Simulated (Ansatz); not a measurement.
Geometry optimisation, UKS B3LYP/def2-SVP in Ansatz.

The input (input.yaml):

```yaml
crystal:
  periodic: [false, false, false]
  atoms:
    - { symbol: B, position_ang: [-0.015611, 0.378763, -0.060167] }
    - { symbol: H, position_ang: [-0.571296, 0.826466, 2.225665] }
    - { symbol: Cl, position_ang: [1.654442, 0.033096, -0.430004] }
    - { symbol: Cl, position_ang: [-1.347407, -0.613093, -0.599974] }
    - { symbol: "N", position_ang: [-0.130431, 0.080701, 2.803172] }
    - { symbol: H, position_ang: [-0.469272, -0.82422, 2.459191] }
    - { symbol: H, position_ang: [0.879574, 0.118287, 2.642117] }
magnetization:
  spin_polarized: true
  initial_magnetization: 1
basis:
  gaussian: { orbitals: def2-SVP }
hamiltonian:
  xc: b3lyp
relax:
  f_tol: 0.03
  max_steps: 50
```

Run as:

```bash
$ ansatz run input.yaml --threads 2 --pin off --max-ram 3072MiB --backend cpu --events-out ev --progress --plain --runs-dir out
```

Task: Where does it end, and by what steps?

Result: It converged. The force dipped under the threshold on the way, but the program's further checks kept it going. After 14 steps the energy has fallen by 0.023 eV; H2 moved furthest, 0.29 Å.

```csv
step,energy less start (eV),largest force component (eV/Å),accepted
0,0.0000,0.567,yes
1,0.0140,0.691,no
2,-0.0109,0.264,yes
3,-0.0154,0.229,yes
4,-0.0177,0.170,yes
5,-0.0200,0.088,yes
6,-0.0211,0.064,yes
7,-0.0221,0.020,yes
8,-0.0218,0.156,no
9,-0.0225,0.041,yes
10,-0.0224,0.118,no
11,-0.0228,0.024,yes
12,-0.0229,0.066,yes
13,-0.0222,0.044,no
14,-0.0231,0.004,yes
```

```xyz
7
Properties=species:S:1:pos:R:3
B -0.052 0.366 -0.147
H -0.415 0.952 2.429
Cl 1.656 0.203 -0.460
Cl -1.240 -0.823 -0.616
N -0.109 0.070 2.839
H -0.692 -0.672 2.454
H 0.851 -0.096 2.540
```

Whether the end is a true minimum wasn't checked by a vibrational analysis.

Time of the run: 37 s on 2 threads of Arm Neoverse V1 (shared host), peak memory 0.21 GiB.
